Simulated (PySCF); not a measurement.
# Frontier levels across methods

C₂H₂BCl₃Si.
Atom-mapped SMILES: `[CH:1]#[C:2][Si@@H:3]([Cl:4])[B:5]([Cl:6])[Cl:7]` (hydrogens: H8 on C1; H9 on Si3)

Cartesian coordinates in Å at the PBE0-D3(BJ)/def2-SVP level; atoms count from 1:
```
atom  x, y, z in Å
C1     1.7950   -1.1928    0.6568
C2     0.9854   -2.0979    0.5745
Si3   -0.3051   -3.3856    0.4421
Cl4   -0.1209   -4.7218    2.0202
B5    -2.1150   -2.5009    0.6163
Cl6   -3.2789   -2.5506   -0.6825
Cl7   -2.5138   -1.6654    2.0921
H8     2.5181   -0.3996    0.7349
H9    -0.1274   -4.1408   -0.8271
```

Basis pcSseg-1 throughout (PySCF), one geometry. One conformer (not necessarily the lowest) at the PBE0-D3(BJ)/def2-SVP geometry, without solvent, vibrations or thermal averaging.

How do the orbital energies, the gap and the dipole change with the method?

```tsv
method	kind	HOMO (eV)	LUMO (eV)	gap (eV)	μ (D)	SCF cycles
BLYP	GGA	-6.86	-3.20	3.66	1.75	15
B97-D	GGA	-7.03	-3.27	3.76	1.83	15
KT3	GGA	-7.10	-3.37	3.73	1.78	16
KT2	GGA	-7.10	-3.46	3.64	1.80	16
BP86	GGA	-7.15	-3.53	3.62	1.81	15
LDA	LDA	-7.17	-3.69	3.47	1.82	15
B97-2	global hybrid	-8.06	-2.62	5.44	1.93	14
LC-wPBE	range-separated hybrid	-10.99	-0.45	10.54	2.04	16
```

The HOMO spans 4.13 eV, from BLYP down to LC-wPBE, and the gap runs from 3.47 eV (LDA) to 10.54 eV (LC-wPBE). The dipole ranges from 1.75 D (BLYP) to 2.04 D (LC-wPBE). This basis has no diffuse functions.
